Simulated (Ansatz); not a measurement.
Cost and result for the atomization energy of `CC1CCCCC1` (21 atoms, 21 bonds).

Z-matrix (Å, degrees):
```
C
C 1 1.524
H 1 1.093 2 110.8
H 1 1.092 2 112.4 3 120.2
H 1 1.093 2 110.8 3 -119.7
C 2 1.530 1 112.2 3 -58.1
C 2 1.530 1 112.2 3 177.7
H 2 1.097 1 107.1 3 59.8
C 6 1.524 2 112.8 1 -71.9
H 6 1.095 2 109.8 1 51.6
H 6 1.097 2 108.6 1 167.7
C 7 1.524 2 112.8 1 71.9
H 7 1.095 2 109.8 1 -51.6
H 7 1.097 2 108.6 1 -167.7
C 9 1.523 6 111.2 2 -55.2
H 9 1.094 6 109.8 2 -177.5
H 9 1.096 6 109.9 2 66.0
H 12 1.096 7 109.9 2 -66.0
H 12 1.094 7 109.8 2 177.5
H 15 1.098 9 109.1 6 -65.1
H 15 1.094 9 110.4 6 178.2
```

Total charge 0; spin multiplicity 1. All single points use the PBE0-D4/def2-TZVP geometry. It is a higher conformer; a search finds a lower one. Program: Ansatz. All runs use 2 threads of an AMD EPYC 7R13 on a shared host and a share of an NVIDIA H100 80 GB. Times are those of one run each, without the atoms' runs, and a repeat can differ threefold. Electronic energies, without spin–orbit coupling; frozen cores. CCSD(T)/CBS adds CCSD(T) − MP2 in def2-TZVPP to the MP2 limit, and its time is that of the two runs behind it. T1 = 0.009. B3LYP takes the VWN-RPA correlation (the form of Gaussian; ORCA's B3LYP/G).

CCSD(T)/CBS is a level of theory with its own doubt, some kJ/mol a heavy atom from the limit and from the frozen cores, so smaller differences don't rank the functionals.

```
                             level  functions  wall time
                  CCSD(T)/def2-SVP        168        8 s
           CAM-B3LYP-D4/def2-TZVPP        413       11 s
               BHLYP-D4/def2-TZVPP        413       12 s
            LDA (SPW92)/def2-TZVPP        413       13 s
 B3LYP-D4/def2-TZVPP (with forces)        413       13 s
               PBE-QIDH/def2-TZVPP        413       13 s
   PBE-D4/def2-TZVPP (with forces)        413       15 s
                 B97M-V/def2-TZVPP        413       15 s
             r2SCANh-D4/def2-TZVPP        413       15 s
r2SCAN-D4/def2-TZVPP (with forces)        413       16 s
                    MP2/def2-QZVPP        819       27 s
                CCSD(T)/def2-TZVPP        413       33 s
                 CCSD(T)/CBS(def2)          –       59 s
```

Problem. What atomization energy does each give, and how far from CCSD(T)/CBS? (Estimate.)

Solution. The calculation gave: 
```csv
level,atomization (kcal/mol),difference from CCSD(T)/CBS,per bond
CCSD(T)/def2-SVP,1990.8,-67.6,-3.2
CAM-B3LYP-D4/def2-TZVPP,2068.6,10.2,0.5
BHLYP-D4/def2-TZVPP,2017.9,-40.5,-1.9
LDA (SPW92)/def2-TZVPP,2335.0,276.6,13.2
B3LYP-D4/def2-TZVPP (with forces),2059.1,0.7,0.0
PBE-QIDH/def2-TZVPP,2063.9,5.5,0.3
PBE-D4/def2-TZVPP (with forces),2097.7,39.3,1.9
B97M-V/def2-TZVPP,2062.4,4.0,0.2
r2SCANh-D4/def2-TZVPP,2057.9,-0.5,0.0
r2SCAN-D4/def2-TZVPP (with forces),2063.9,5.5,0.3
MP2/def2-QZVPP,2062.9,4.5,0.2
CCSD(T)/def2-TZVPP,2017.4,-41.0,-2.0
CCSD(T)/CBS(def2),2058.4,0.0,0.0
```

Leaving LDA and LC-ωPBE aside and taking each functional with its dispersion term where it has one, the values spread over 79.8 kcal/mol, from BHLYP-D4 to PBE-D4. LDA lies +249.2 kcal/mol from PBE without D4, its usual overbinding. In def2-TZVPP, CCSD(T) changes the Hartree–Fock value by +453.2 kcal/mol (the triples alone add +24.2 kcal/mol) and MP2 by +474.8 kcal/mol; breaking electron pairs costs correlation energy, which Hartree–Fock lacks. From PBE to PBE0 (25 % exact exchange), in def2-TZVPP and without D4, the atomization energy moves by −17.4 kcal/mol: exact exchange takes away binding that semilocal exchange gives to molecules.
